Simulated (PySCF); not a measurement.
## TDDFT excited states: C6H5Br

Species: bromobenzene, C6H5Br.
InChI=1S/C6H5Br/c7-6-4-2-1-3-5-6/h1-5H

Method: PySCF, TDDFT CAM-B3LYP/def2-SVPD, vertical, gas phase, core orbitals frozen in the response. Isolated species at its PBE0-D3(BJ)/def2-SVP geometry, gas phase. The CAM-B3LYP/def2-SVPD calculation is non-relativistic and has no spin–orbit coupling, an omission that weighs most on bromine.

```csv
state,E (eV),λ (nm),ν̃ (cm⁻¹),f,symmetry,"main configurations (H = HOMO, L = LUMO)"
S1,5.30,233.9,42760,0.0015,–,"H→L+1 (63%), H-1→L (34%)"
S2,5.76,215.2,46460,0.0001,–,H→L+2 (83%)
S3,5.88,211.0,47400,0.118,A1,"H→L (80%), H-1→L+1 (18%)"
S4,6.69,185.4,53940,0.068,B1 or B2,"H-2→L+2 (61%), H-1→L (15%), H→L+1 (10%)"
S5,6.77,183.2,54600,0.231,B1 or B2,"H-1→L (43%), H→L+1 (26%), H-2→L+2 (22%)"
S6,6.82,181.9,54980,0.589,A1,"H-1→L+1 (75%), H→L (17%)"
S7,6.88,180.2,55480,0.0000,–,H-1→L+2 (89%)
S8,6.97,177.9,56210,0.0000,–,H-2→L (96%)
S9,7.06,175.7,56920,0.026,B1 or B2,H→L+3 (88%)
S10,7.29,170.1,58790,0.0024,B1 or B2,H-2→L+1 (95%)
```

Triplets, Tamm–Dancoff:

| state | E (eV) | λ (nm) | main configurations (H = HOMO, L = LUMO) |
| --- | --- | --- | --- |
| T1 | 3.98 | 311.1 | H→L (58%), H-1→L+1 (32%) |
| T2 | 4.66 | 266.2 | H→L+1 (76%), H-1→L (17%) |
| T3 | 4.73 | 262.3 | H-1→L+1 (65%), H→L (32%) |
| T4 | 5.13 | 241.5 | H-1→L (81%), H→L+1 (17%) |

The lowest singlet lies at 5.30 eV (234 nm, ultraviolet) and is very weak; its leading configuration is HOMO→LUMO+1 (63%). The strongest level in the table is S6 at 6.82 eV (182 nm, f = 0.589). Löwdin shares by element: HOMO carbon 43% or more, bromine 33% (atoms not listed hold the other 24%); LUMO (one of a set within 0.03 eV) carbon 64% or more (atoms not listed hold the other 36%). Weighted by f, the mean energy of these states is 6.70 eV. The oscillator strengths of these states sum to 1.036; summed over the whole spectrum of an exact calculation they would give the number of electrons, 76 (Thomas–Reiche–Kuhn). Of the 10 states listed, 5 reach f = 0.01 and 3 stay under 0.0005. No computed singlet lies in the visible range (380 to 750 nm); the lowest, at 234 nm, stands 2.04 eV above its violet end (3.26 eV). All these states lie below the vertical ionisation energy of 9.05 eV (ΔSCF). Symmetry labels in C2v follow from the direction of the transition dipole and are given only for states with f of 0.002 or more; B1 and B2 swap with the choice of axes. Only the lowest 10 singlets were computed, as vertical energies without vibronic structure.

On an x86-64 server with one thread, shared host, this took 2.2 min wall.
